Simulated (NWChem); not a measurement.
System: TiN2H3Cl; SMILES [Cl][Ti](=[NH])[NH2]

Parts of the log:

```
             Northwest Computational Chemistry Package (NWChem) 7.3.0
             --------------------------------------------------------

                             Geometry "geometry" -> ""
                             -------------------------

 Output coordinates in angstroms (scale by  1.889725989 to convert to a.u.)

  No.       Tag          Charge          X              Y              Z
 ---- ---------------- ---------- -------------- -------------- --------------
    1 Ti                  22.0000    -0.05854800     0.18399500     0.28943300
    2 N                    7.0000    -1.35018600     1.16190800     0.60869600
    3 H                    1.0000    -2.25603300     1.60331700     0.76521200
    4 Cl                  17.0000    -0.21538800    -1.99708600    -0.29762900
    5 N                    7.0000     1.51811700     1.17652200     0.46421500
    6 H                    1.0000     2.44723800     0.78414000     0.30994000
    7 H                    1.0000     1.60659300     2.15770700     0.71338000

 Effective nuclear repulsion energy (a.u.)     258.7887461165

  xc_inp: hfexch multiplicative factor not found.
                              NWChem Property Module
                              ----------------------

  itol2e modified to match energy
  convergence criterion.

                                 NWChem DFT Module
                                 -----------------

 Summary of "ao basis" -> "ao basis" (spherical)
 ------------------------------------------------------------------------------
       Tag                 Description            Shells   Functions and Types
 ---------------- ------------------------------  ------  ---------------------
 Ti                         cc-pvtz                 20       68   7s6p4d2f1g
 N                          cc-pvtz                 10       30   4s3p2d1f
 H                          cc-pvtz                  6       14   3s2p1d
 Cl                         cc-pvtz                 12       34   5s4p2d1f

  itol2e modified to match energy
  convergence criterion.

            General Information
            -------------------
          SCF calculation type: DFT
          Wavefunction type:  closed shell.
          No. of atoms     :     7
          No. of electrons :    56
           Alpha electrons :    28
            Beta electrons :    28
          Charge           :     0
          Spin multiplicity:     1
          Use of symmetry is: off; symmetry adaption is: off
          Maximum number of iterations: 150
          AO basis - number of functions:   204
                     number of shells:    70
          Convergence on energy requested:  1.00D-07
          Convergence on density requested:  1.00D-05
          Convergence on gradient requested:  5.00D-04

              XC Information
              --------------
                     Hartree-Fock (Exact) Exchange  1.000

      Superposition of Atomic Density Guess
      -------------------------------------

 Sum of atomic energies:       -1417.98655359

      Non-variational initial energy
      ------------------------------

 Total energy =   -1418.627586
 1-e energy   =   -2461.354549
 2-e energy   =     783.938217
 HOMO         =      -0.378226
 LUMO         =      -0.083609

------------------------------------------------------------
EAF file 0: "./job.aoints.0" size=880803840 bytes
------------------------------------------------------------
               write      read    awrite     aread      wait
               -----      ----    ------     -----      ----
     calls:     1680         0         0         0         0
   data(b): 8.81e+08  0.00e+00  0.00e+00  0.00e+00
   time(s): 0.00e+00  0.00e+00  0.00e+00  0.00e+00  0.00e+00
rate(mb/s): 0.00e+00  0.00e+00
------------------------------------------------------------

[...]

          -----------------------
          Electric field gradient
          -----------------------

 1 a.u. = 0.324123 10**(16) esu/cm**3  ( or statvolts/cm**2 ) = 0.97174 10**(22) v/m**2

 ------------------------------------------------------------
   Atom      X         Y         Z
 ------------------------------------------------------------
    1 Ti  -0.11064   0.34770   0.54695
 ------------------------------------------------------------

 Electric field gradient in molecular frame (a.u.)
         XX             YY             ZZ             XY             XZ             YZ
 ------------------------------------------------------------------------------------------
        0.845447       0.691445      -1.536892       0.091633      -0.107533       0.635882

 Principal components (a.u.) and orientation
 of principal axis w.r.t. absolute frame                      Asymmetry parameter eta
 --------------------------------------------------------------------------------------
       -1.711932       0.917031       0.794902                       0.071340

        0.049796       0.681737       0.729901
       -0.257234       0.714907      -0.650183
        0.965065       0.155379      -0.210966

 ------------------------------------------------------------
   Atom      X         Y         Z
 ------------------------------------------------------------
    2 N   -2.55148   2.19569   1.15027
 ------------------------------------------------------------

 Electric field gradient in molecular frame (a.u.)
         XX             YY             ZZ             XY             XZ             YZ
 ------------------------------------------------------------------------------------------
        0.067201       0.167312      -0.234513       0.144414       0.023514       0.104815

 Principal components (a.u.) and orientation
 of principal axis w.r.t. absolute frame                      Asymmetry parameter eta
 --------------------------------------------------------------------------------------
        0.289024      -0.260685      -0.028339                       0.803900

        0.549798       0.041063       0.834287
        0.813947      -0.250717      -0.524053
        0.187650       0.967189      -0.171267

 ------------------------------------------------------------
   Atom      X         Y         Z
 ------------------------------------------------------------
    3 H   -4.26328   3.02983   1.44604
 ------------------------------------------------------------

 Electric field gradient in molecular frame (a.u.)
         XX             YY             ZZ             XY             XZ             YZ
 ------------------------------------------------------------------------------------------
       -0.263763       0.089155       0.174607       0.230279       0.080697      -0.036228

 Principal components (a.u.) and orientation
 of principal axis w.r.t. absolute frame                      Asymmetry parameter eta
 --------------------------------------------------------------------------------------
       -0.391228       0.203486       0.187742                       0.040243

        0.886351       0.460926       0.043922
       -0.436527       0.863503      -0.252598
       -0.154356       0.204718       0.966574

 ------------------------------------------------------------
   Atom      X         Y         Z
 ------------------------------------------------------------
    4 Cl  -0.40702  -3.77395  -0.56244
 ------------------------------------------------------------

 Electric field gradient in molecular frame (a.u.)
         XX             YY             ZZ             XY             XZ             YZ
 ------------------------------------------------------------------------------------------
        0.339379      -0.321717      -0.017663      -0.017630      -0.020930      -0.088872

 Principal components (a.u.) and orientation
 of principal axis w.r.t. absolute frame                      Asymmetry parameter eta
 --------------------------------------------------------------------------------------
       -0.346526       0.340843       0.005682                       0.967203

        0.032802       0.998381       0.046478
        0.964323      -0.019392      -0.264016
        0.262687      -0.053480       0.963398

 ------------------------------------------------------------
   Atom      X         Y         Z
 ------------------------------------------------------------
    5 N    2.86883   2.22330   0.87724
 ------------------------------------------------------------

 Electric field gradient in molecular frame (a.u.)
         XX             YY             ZZ             XY             XZ             YZ
 ------------------------------------------------------------------------------------------
       -0.114283      -0.300935       0.415218       0.267281       0.102530      -0.216729

 Principal components (a.u.) and orientation
 of principal axis w.r.t. absolute frame                      Asymmetry parameter eta
 --------------------------------------------------------------------------------------
       -0.548701       0.477163       0.071537                       0.739249

       -0.549113       0.054328       0.833980
        0.800993      -0.250564       0.543716
        0.238504       0.966574       0.094072

 ------------------------------------------------------------
   Atom      X         Y         Z
 ------------------------------------------------------------
    6 H    4.62461   1.48181   0.58570
 ------------------------------------------------------------

 Electric field gradient in molecular frame (a.u.)
         XX             YY             ZZ             XY             XZ             YZ
 ------------------------------------------------------------------------------------------
       -0.289969       0.086178       0.203791       0.200675       0.080841      -0.046133

[...]
```

Level: Hartree-Fock/cc-pVTZ. Coordinates come from a PBE0/def2-SVP optimisation. NWChem prints the field gradient with the sign opposite to the second derivative of the potential.

Question: Which NWChem input produces such a log?

Answer: This is not unique; one that fits is the input that was run:
```
start job
memory heap 200 mb stack 900 mb global 1100 mb
geometry units angstroms noautosym nocenter noautoz
  Ti    -0.058548     0.183995     0.289433
  N     -1.350186     1.161908     0.608696
  H     -2.256033     1.603317     0.765212
  Cl    -0.215388    -1.997086    -0.297629
  N      1.518117     1.176522     0.464215
  H      2.447238     0.784140     0.309940
  H      1.606593     2.157707     0.713380
end
basis spherical
  Ti library cc-pvtz
  N library cc-pvtz
  H library cc-pvtz
  Cl library cc-pvtz
end
dft
  xc hfexch
  iterations 150
  semidirect filesize 400000000
end
property
  efieldgrad
end
task dft property
```
